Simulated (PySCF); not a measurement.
B3H12SN3

The system: B3H12SN3, a molecule; neutral, singlet. The structure, one conformer, was relaxed in the gas phase by PBE0-D3(BJ)/def2-SVP. No frequency run checks that it is a minimum.

SMILES: S[BH-]1[NH2+][BH2-][NH2+][BH2-][NH2+]1

```csv
atom,x (Å),y (Å),z (Å)
N1,-0.581,-0.800,-0.993
B2,-1.463,-0.472,0.273
N3,-1.209,1.058,0.616
B4,0.226,1.633,0.246
N5,1.230,0.417,0.310
B6,0.986,-0.712,-0.769
S7,1.687,-2.389,-0.226
H8,-0.846,-0.203,-1.778
H9,-0.782,-1.754,-1.293
H10,-2.647,-0.665,0.037
H11,-1.060,-1.151,1.209
H12,-1.392,1.180,1.612
H13,-1.902,1.644,0.153
H14,0.197,2.041,-0.908
H15,0.551,2.501,1.043
H16,2.174,0.773,0.168
H17,1.246,0.002,1.244
H18,1.546,-0.399,-1.804
H19,0.886,-2.573,0.850
```

Shieldings: GIAO PBE0/pcSseg-1. Shifts are against computed references at the same level: H TMS (σ 31.27 ppm). Core levels by delta-SCF with SCAN, pcX-2 on the ionised atom and pcseg-1 elsewhere, spin-free X2C (2p3/2 is the spin-free 2p value less a third of a first-order spin-orbit splitting); from the vacuum level, for chosen atoms.

**Question.** Give the NMR and core-level values of the distinct atoms.

**Answer.** 
```json
{"atoms": "N1", "bonded to": "2 B + 2 H", "σ (ppm)": "212.3", "δ (ppm)": "-", "core level (eV)": "1s 406.33"}
{"atoms": "B2", "bonded to": "2 N + 2 H", "σ (ppm)": "120.6", "δ (ppm)": "-", "core level (eV)": "1s 195.25"}
{"atoms": "N3", "bonded to": "2 B + 2 H", "σ (ppm)": "229.8", "δ (ppm)": "-", "core level (eV)": "-"}
{"atoms": "B4", "bonded to": "2 N + 2 H", "σ (ppm)": "118.8", "δ (ppm)": "-", "core level (eV)": "-"}
{"atoms": "N5", "bonded to": "2 B + 2 H", "σ (ppm)": "205.1", "δ (ppm)": "-", "core level (eV)": "1s 406.32"}
{"atoms": "B6", "bonded to": "2 N + 1 S + 1 H", "σ (ppm)": "111.6", "δ (ppm)": "-", "core level (eV)": "1s 195.76"}
{"atoms": "S7", "bonded to": "1 B + 1 H", "σ (ppm)": "681.9", "δ (ppm)": "-", "core level (eV)": "2p3/2 168.30"}
{"atoms": "H8", "bonded to": "1 N", "σ (ppm)": "28.64", "δ (ppm)": "2.63", "core level (eV)": "-"}
{"atoms": "H9", "bonded to": "1 N", "σ (ppm)": "29.70", "δ (ppm)": "1.56", "core level (eV)": "-"}
{"atoms": "H10", "bonded to": "1 B", "σ (ppm)": "28.71", "δ (ppm)": "2.56", "core level (eV)": "-"}
{"atoms": "H11", "bonded to": "1 B", "σ (ppm)": "28.82", "δ (ppm)": "2.44", "core level (eV)": "-"}
{"atoms": "H12", "bonded to": "1 N", "σ (ppm)": "29.33", "δ (ppm)": "1.94", "core level (eV)": "-"}
{"atoms": "H13", "bonded to": "1 N", "σ (ppm)": "29.32", "δ (ppm)": "1.95", "core level (eV)": "-"}
{"atoms": "H14", "bonded to": "1 B", "σ (ppm)": "28.92", "δ (ppm)": "2.35", "core level (eV)": "-"}
{"atoms": "H15", "bonded to": "1 B", "σ (ppm)": "28.63", "δ (ppm)": "2.64", "core level (eV)": "-"}
{"atoms": "H16", "bonded to": "1 N", "σ (ppm)": "29.29", "δ (ppm)": "1.98", "core level (eV)": "-"}
{"atoms": "H17", "bonded to": "1 N", "σ (ppm)": "29.55", "δ (ppm)": "1.72", "core level (eV)": "-"}
{"atoms": "H18", "bonded to": "1 B", "σ (ppm)": "28.16", "δ (ppm)": "3.11", "core level (eV)": "-"}
{"atoms": "H19", "bonded to": "1 S", "σ (ppm)": "30.51", "δ (ppm)": "0.76", "core level (eV)": "-"}
```

Values are those of this one static structure; atoms that internal rotation interchanges would show their mean in an NMR spectrum.

**Question.** By CAM-B3LYP/def2-SVPD (TDDFT singlets, Tamm-Dancoff triplets, ionisation by delta-SCF), where does absorption start, and what does vertical ionisation take?

**Answer.** The lowest singlet lies at 5.88 eV (f 0.046), the strongest of the first 6 at 7.24 eV (f 0.050), the lowest triplet at 5.55 eV; vertical ionisation takes 8.95 eV.
